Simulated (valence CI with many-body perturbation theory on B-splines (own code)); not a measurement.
# Level structure of B

Method: valence CI with perturbative core correlation (CI+MBPT): three valence electrons over a frozen Dirac-Fock core [He], radial functions for each j: 11 s, 11 p, 9 d, 7 f, 5 g, 2 h, 1 i, with the one-electron correlation potential Σ1, the two-electron term Σ2, the three-electron term Σ3, Breit, model QED; selected CI, second order for the rest (own B-spline code, finite nucleus).

Against 16 measured levels this calculation errs by 30 cm⁻¹ on average and by 79 at most. These come from a selection out of the NIST Handbook of Basic Atomic Spectroscopic Data. Levels without a partner in it may be off by more.

Levels 1 to 22 of 22, with energies above the lowest level, 2s²2p ²P°_1/2. "Leading %" is the weight of the configuration and term that name the level; weights of strongly mixed levels are sums over their largest components and can fall short. In the jj column 3d3/2^4 stands for four electrons in 3d with j = 3/2. Lifetimes count E1, E2, E3, M1 and M2 decay at the calculated energies, and are blank where another channel may lead or the interval is too uncertain; long ones can be off by a factor of two.

| No. | Configuration | Term | J | E (eV) | Leading % | Second component | Lifetime | Leading jj |
| --- | --- | --- | --- | --- | --- | --- | --- | --- |
| 1 | 2s²2p | ²P° | 1/2 | 0.0000 | 93 | 4 % 2p³ ²P° |  | 2s^2 2p1/2 (93 %) |
| 2 | 2s²2p | ²P° | 3/2 | 0.0019 | 93 | 4 % 2p³ ²P° |  | 2s^2 2p3/2 (93 %) |
| 3 | 2s2p² | ⁴P | 1/2 | 3.589 | 98 |  | 41.1 ms | 2s 2p1/2^2 (44 %) |
| 4 | 2s2p² | ⁴P | 3/2 | 3.590 | 98 |  | 2.82 s | 2s 2p1/2 2p3/2 (87 %) |
| 5 | 2s2p² | ⁴P | 5/2 | 3.591 | 98 |  | 395 ms | 2s 2p3/2^2 (65 %) |
| 6 | 2s²3s | ²S | 1/2 | 4.962 | 88 | 6 % 2p²3s ²S | 3.97 ns | 2s^2 3s (88 %) |
| 7 | 2s2p² | ²D | 5/2 | 5.936 | 81 | 7 % 2s²3d ²D | 23.4 ns | 2s 2p1/2 2p3/2 (54 %) |
| 8 | 2s2p² | ²D | 3/2 | 5.936 | 81 | 8 % 2s²3d ²D | 23.4 ns | 2s 2p1/2 2p3/2 (54 %) |
| 9 | 2s²3p | ²P° | 1/2 | 6.024 | 88 | 6 % 2p²3p ²P° | 58.2 ns | 2s^2 3p1/2 (88 %) |
| 10 | 2s²3p | ²P° | 3/2 | 6.025 | 88 | 6 % 2p²3p ²P° | 58.2 ns | 2s^2 3p3/2 (88 %) |
| 11 | 2s²3d | ²D | 3/2 | 6.788 | 81 | 7 % 2s2p² ²D | 4.60 ns | 2s^2 3d3/2 (81 %) |
| 12 | 2s²3d | ²D | 5/2 | 6.789 | 81 | 7 % 2s2p² ²D | 4.60 ns | 2s^2 3d5/2 (81 %) |
| 13 | 2s²4s | ²S | 1/2 | 6.816 | 87 | 6 % 2p²4s ²S | 8.83 ns | 2s^2 4s (87 %) |
| 14 | 2s²4p | ²P° | 1/2 | 7.161 | 88 | 6 % 2p²4p ²P° | 217 ns | 2s^2 4p1/2 (88 %) |
| 15 | 2s²4p | ²P° | 3/2 | 7.161 | 88 | 6 % 2p²4p ²P° | 217 ns | 2s^2 4p3/2 (88 %) |
| 16 | 2s²4d | ²D | 3/2 | 7.436 | 88 | 6 % 2p²4d ²D | 9.68 ns | 2s^2 4d3/2 (88 %) |
| 17 | 2s²4d | ²D | 5/2 | 7.436 | 88 | 6 % 2p²4d ²D | 9.67 ns | 2s^2 4d5/2 (88 %) |
| 18 | 2s²4f | ²F° | 5/2 | 7.441 | 89 | 6 % 2p²4f ²F° | 67.1 ns | 2s^2 4f5/2 (89 %) |
| 19 | 2s²4f | ²F° | 7/2 | 7.441 | 89 | 6 % 2p²4f ²F° | 67.1 ns | 2s^2 4f7/2 (89 %) |
| 20 | 2s²5s | ²S | 1/2 | 7.455 | 86 | 6 % 2p²5s ²S | 12.4 ns | 2s^2 5s (86 %) |
| 21 | 2s²5p | ²P° | 1/2 | 7.614 | 89 | 6 % 2p²5p ²P° | 427 ns | 2s^2 5p1/2 (89 %) |
| 22 | 2s²5p | ²P° | 3/2 | 7.614 | 89 | 6 % 2p²5p ²P° | 434 ns | 2s^2 5p3/2 (89 %) |

The ionisation energy to 2s² ¹S0 of the next ion comes out as 8.2952 eV (NIST: 8.29802 eV (measured)). All 22 levels together are meant to be complete up to 7.627 eV.
